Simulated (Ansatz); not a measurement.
```yaml
crystal:
  periodic: [false, false, false]
  atoms:
    - {symbol: C, position_ang: [-1.251546, 0.573570, -0.372223]}
    - {symbol: Zr, position_ang: [0.748195, -0.271681, -0.125850]}
    - {symbol: O, position_ang: [0.859756, -0.690075, 1.706973]}
    - {symbol: I, position_ang: [0.851473, -2.490773, -1.696831]}
    - {symbol: I, position_ang: [2.507551, 1.674507, -0.846694]}
    - {symbol: H, position_ang: [-1.414938, 0.852856, -1.419573]}
    - {symbol: H, position_ang: [-1.375121, 1.468549, 0.247882]}
    - {symbol: H, position_ang: [-2.019816, -0.152801, -0.084207]}
    - {symbol: H, position_ang: [1.094445, -0.964141, 2.590514]}
basis:
  gaussian: {orbitals: def2-mTZVPP}
magnetization: {spin_polarized: true, initial_magnetization: 1}
hamiltonian: {xc: {name: B97}}
output: {forces: true}
```

```sh
$ ansatz run in.yaml --threads 2 --pin off --events-out ev --progress --plain --max-ram 22528MiB --backend cpu
```

Shortened log:

```
Error: a molecule whose nuclei and cores have a total charge of 80 cannot have a net charge of 0 together with 1 unpaired electrons
```

Problem. What is wrong with this run?

Solution. The number of unpaired electrons doesn't fit the electron count. The program refused the input.
